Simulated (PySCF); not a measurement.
C₄H₅, SMILES C=[C]C=C, multiplicity 2.

Coordinates come from a r2SCAN-D4/def2-SVP optimisation. The isomer is the one that the SMILES or the coordinates give; other isomers of the formula were not compared. Other conformers were not sampled.

These are SMD-PBE0/def2-SVP in PySCF values and carry that method's errors.

Solvation free energies are E(SMD) − E(gas) at the gas-phase geometry, for 1 M in both phases. In vacuum the dipole moment is 0.09 D.

**Question.** Rank water, n-hexane, cyclohexanone by solvation free energy, most negative first.

**Answer.** n-hexane (-2.2 kcal/mol), cyclohexanone (-1.8 kcal/mol), water (1.3 kcal/mol)
